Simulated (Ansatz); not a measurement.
(AgCl)n off (charge -1): r2SCAN-D4/def2-TZVPD single points in Ansatz on relaxed structures, gas phase. Each cluster is the lowest isomer that a short search found in that spin, judged at the geometry's level, and lower ones may exist. Core potentials for Ag, no spin–orbit coupling. HOMO and LUMO are taken over both spins. Singlets are spin-restricted. The spins of the ions were chosen, not always searched. A dash marks a value that wasn't run or was left out as unsound. The structures are stationary points that may keep the symmetry of their start. Remarks come from the PBE and PBE0 runs and from stability tests at other levels; not every state was tested. A HOMO above zero means that the electron is unbound at that level and held by the basis, or that self-interaction error raises the level; the energy of removing that electron tells which. HOMO above LUMO (over both spins in singlets and doublets, within one spin in higher multiplets; at PBE or PBE0), or a gap under 0.15 eV within one spin, warns that the state may not be the lowest or that an electron is smeared out.

```csv
species,atoms,state,geometry,HOMO (eV),vertical IE (eV),lowest of the spins relaxed,point group (within 0.1 Å),remarks
AgCl2⁻,3,singlet,PBE0-D4/def2-TZVPD,-1.85,4.66,"singlet, of singlet/triplet",D∞h,"gap within one spin near zero at PBE or PBE0 (neutral doublet), HOMO above zero (triplet), HOMO above zero (quintet), gap within one spin near zero at PBE or PBE0 (quintet)"
Ag2Cl2⁻,4,doublet; oxidised ion singlet,r2SCAN-D4/def2-SVPD,-0.56,2.82,"doublet, of doublet/quartet",Cs,HOMO above zero (quartet)
```

Question: Estimate the rows for Ag3Cl4⁻ (singlet, PBE-D4/def2-SVPD geometry).

Answer: 
```tsv
species	atoms	state	geometry	HOMO (eV)	vertical IE (eV)	lowest of the spins relaxed	point group (within 0.1 Å)
Ag3Cl4⁻	7	singlet	PBE-D4/def2-SVPD	-3.31	–	–	C2
```
